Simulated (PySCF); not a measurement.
C₇H₇O₂ (doublet state).
Structure used (GFN2-xTB), in Å, numbered top down from 1:
```xyz
16
C7H7O2 angstrom
C     -2.615    1.131   -0.056
C     -1.613    0.215   -0.073
C     -1.664   -1.204   -0.192
C     -0.364   -1.653   -0.155
C      0.453   -0.527   -0.015
C      1.901   -0.451    0.073
C      2.458    0.943    0.211
O      2.593   -1.452    0.036
O     -0.305    0.593    0.033
H     -2.403    2.178    0.042
H     -3.637    0.816   -0.139
H     -2.562   -1.780   -0.292
H     -0.003   -2.660   -0.215
H      2.161    1.542   -0.648
H      3.541    0.902    0.276
H      2.050    1.415    1.102
```

The hyperfine couplings belong to this conformer and change with its torsions.

Identity: `[CH2]c1ccc(C(C)=O)o1` [radical].

Method: PySCF 2.14.0, UKS B3LYP, pcH-1 on C H O, non-relativistic, mean-field spin-orbit, GIAO. Isolated species at its GFN2-xTB geometry (one conformer only). Couplings are sensitive to structure, and on GFN2-xTB geometries they can be far from those on DFT ones. The SCF solution wasn't tested for stability. ⟨S²⟩ is 0.783 where a pure state has 0.75.

Principal values of hyperfine tensors in MHz (contact and dipolar terms together), for some of the nuclei:

```
atom  isotope      A1      A2      A3
  C1      13C    0.76    1.69  132.19
 H10       1H  -55.70  -35.87  -14.39
 H11       1H  -54.88  -35.57  -13.88
  C5      13C    0.26    1.72   92.64
  C3      13C    4.67    5.15   79.56
  C4      13C  -47.16  -16.99  -15.91
 H12       1H  -31.91  -22.26   -8.85
  C6      13C  -20.69  -17.34  -14.37
```

Question: Give the isotropic coupling of each nucleus in MHz and in mT (g = 2.0036), and the anisotropic part.

Answer: a_iso is a third of the trace, T = A − a_iso, and a(mT) = a(MHz)/(g × 13.996).

```json
{"atom": "C1", "a_iso (MHz)": "44.88", "a_iso (mT)": "1.600", "T1": "-44.12", "T2": "-43.19", "T3": "87.31"}
{"atom": "H10", "a_iso (MHz)": "-35.32", "a_iso (mT)": "-1.260", "T1": "-20.38", "T2": "-0.55", "T3": "20.93"}
{"atom": "H11", "a_iso (MHz)": "-34.78", "a_iso (mT)": "-1.240", "T1": "-20.10", "T2": "-0.79", "T3": "20.90"}
{"atom": "C5", "a_iso (MHz)": "31.54", "a_iso (mT)": "1.125", "T1": "-31.28", "T2": "-29.82", "T3": "61.10"}
{"atom": "C3", "a_iso (MHz)": "29.79", "a_iso (mT)": "1.062", "T1": "-25.13", "T2": "-24.64", "T3": "49.77"}
{"atom": "C4", "a_iso (MHz)": "-26.69", "a_iso (mT)": "-0.952", "T1": "-20.48", "T2": "9.70", "T3": "10.78"}
{"atom": "H12", "a_iso (MHz)": "-21.01", "a_iso (mT)": "-0.749", "T1": "-10.90", "T2": "-1.25", "T3": "12.15"}
{"atom": "C6", "a_iso (MHz)": "-17.47", "a_iso (mT)": "-0.623", "T1": "-3.22", "T2": "0.13", "T3": "3.09"}
```

Question: What spin density at the nucleus of C4 lies behind its contact coupling (g_N = 1.40482)?

Answer: a_FC = 800.24 MHz bohr³ × g_N × ρ(0)/(2S). With a_FC = -26.69 MHz and 2S = 1, ρ(0) = -0.02374 bohr⁻³.

Question: C2 (13C, g_N = 1.40482) isn't in the table. Its spin density at the nucleus is -0.03482 bohr⁻³. What is its contact coupling?

Answer: By the same relation, a_FC = -39.1 MHz. Its full tensor has the principal values -63.48, -29.22, -24.73 MHz.

Question: Which nucleus of the table has the largest anisotropic coupling, and what is its form?

Answer: C1: -44.1, -43.2, 87.3 MHz, axial, in the ratio −1:−1:+2, the form that spin in one p orbital centred on that nucleus gives.

Question: What first-order splitting does H10 cause when the field lies along A1, A2 or A3 of its tensor (g taken as isotropic, no quadrupole term)?

Answer: 2 lines (I = 1/2), spaced by |A_i|/(g × 13.996): 1.99, 1.28, 0.51 mT along the axes of A1, A2 and A3.
